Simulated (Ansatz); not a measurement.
## Loss of H2O: Al(OH)3(OH2) → Al(OH)3 + H2O

Species: Al(OH)3(OH2), singlet; Al(OH)3, singlet; H2O (water) `O`, singlet. 

Shapes, held fixed at every level: PBE0-D4/def2-TZVP. Flexible molecules stand in one conformer, not always the lowest. Programs: Ansatz 0.2.0. The zero-point and thermal change to 298 K, harmonic and unscaled (PBE0-D4/def2-TZVP), is -7.8 kJ/mol.

Question: Estimate ΔH(298 K) of this reaction.

Answer: The highest level, CCSD(T)/CBS estimate, gives ΔH(298 K) = +86.1 kJ/mol; the levels span +72.0 to +113.1. The column of differences is taken from that level and isn't an error. No measured value is set beside it here. The CBS estimate extrapolates MP2 from def2-TZVPP and def2-QZVPP and adds CCSD(T) − MP2 in the triple-zeta set, cores frozen.

```tsv
level	kind	ΔH(298 K) (kJ/mol)	less CCSD(T)/CBS estimate
HF/def2-TZVPP	Hartree–Fock	+72.0	-14.1
SPW92/def2-TZVPP	LDA	+113.1	+27.0
PBE-D4/def2-TZVPP	GGA	+82.6	-3.5
r2SCAN0-D4/def2-TZVPP	global hybrid	+94.5	+8.4
wB97M-V/def2-TZVPP	range-separated hybrid	+89.7	+3.6
MP2/def2-TZVPP	perturbation theory	+85.0	-1.1
CCSD/def2-TZVPP	coupled cluster or CI	+83.9	-2.2
CCSD(T)/CBS estimate	coupled cluster or CI	+86.1	0.0
```
